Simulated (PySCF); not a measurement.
C2H9GeNO (SMILES CC[O][GeH2][NH2]), singlet, geometry from GFN2-xTB, atoms displaced at random by about 0.03 Å a coordinate. Base run: PySCF with R2SCAN/STO-3G, gradient.

The PySCF input:
```python
from pyscf import gto, scf, dft

mol = gto.Mole()
mol.atom = '''
    Ge    0.92829044   -0.31468770   -0.03235414
    N     1.64585217    1.29873558    0.51296915
    O    -0.76092265   -0.35625795    0.29432339
    C    -1.69817832    0.44233961   -0.51181990
    C    -3.12692484   -0.12550905   -0.13727067
    H     1.30218216   -0.70170314   -1.47174017
    H     1.33466488   -1.34117667    0.98119971
    H     2.63919525    1.37452462    0.40606110
    H     1.24268884    2.11776389    0.12713920
    H    -1.71909806    1.49019104   -0.14805138
    H    -1.48686734    0.42806229   -1.58370399
    H    -3.83230571    0.42697003   -0.65928073
    H    -3.26905251   -0.02299216    0.89059987
    H    -3.16559936   -1.13695252   -0.43005998
'''
mol.basis = 'sto-3g'
mol.verbose = 4
mol.build()

mf = dft.RKS(mol)
mf.xc = 'r2scan'
mf.kernel()
g = mf.nuc_grad_method()
grad = g.kernel()
```

The coordinate followed is z of atom 2.

Each row names what was changed in the base input (with any setting that the change needs).

```csv
change,dE/dx (Eh/bohr),net force (Eh/bohr)
base,-0.018076,0.002269
grids.level = 0; grid_response = off,0.018827,0.039042
density fitting = on,-0.018078,0.002269
density fitting = on; auxbasis_response = off,-0.019914,0.005812
finite difference step (bohr) = 1e-3; conv_tol = 1e-11,-0.019771,-
grids.level = 1; grid_response = on,-0.019770,0.000000
conv_tol = 1e-6,-0.018078,0.002269
conv_tol = 1e-4,-0.018191,0.002267
finite difference step (bohr) = 1e-5; conv_tol = 1e-11,-0.019772,-
finite difference step (bohr) = 0.05; conv_tol = 1e-11,-0.019664,-
grids.level = 5; grid_response = on,-0.019757,0.000000
finite difference step (bohr) = 0.01; conv_tol = 1e-11,-0.019767,-
```

The net force is zero for an exact gradient.
